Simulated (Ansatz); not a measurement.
`Cl[SiH]1C=C1`. Total charge 0; spin multiplicity 1.

```xyz
7

Cl   -0.606   -0.232   -2.513
Si    0.431   -0.097   -0.752
C    -0.223    0.755    0.677
C    -0.283   -0.578    0.814
H     1.863   -0.196   -1.085
H    -0.527    1.600    1.283
H    -0.655   -1.251    1.577
```

Problem. List the harmonic frequencies (cm⁻¹, unscaled) at PBE0-D4/def2-TZVP in Ansatz. (An estimate is asked.)

Solution. Ansatz gave: 227, 241, 520, 614, 678, 746, 825, 850, 939, 1000, 1156, 1527, 2281, 3195, 3216.

Problem. Is this a minimum?

Solution. Yes, all 15 modes are real.

Problem. Give the ideal-gas thermochemistry at 298.15 K and 1 bar (rigid rotor, harmonic oscillator; point group Cs, symmetry number 1).

Solution. Zero-point energy 107.8 kJ/mol; H(298) − E = 122.5 kJ/mol; entropy 296.7 J/(mol·K), of which translation 165.1, rotation 106.7, vibration 24.9; G(298) − E = 34.1 kJ/mol.

Problem. And at 400, 500, 600, 800 and 1000 K?

Solution. 
```
T (K)  H − E (kJ/mol)  S (J/mol/K)  G − E (kJ/mol)
  400           130.8        320.6             2.6
  500           140.3        341.7           -30.5
  600           150.8        360.8           -65.7
  800           173.8        393.9          -141.2
 1000           198.9        421.8          -222.9
```

Problem. Rotational constants (cm⁻¹)?

Solution. 0.5046, 0.08981, 0.08817.
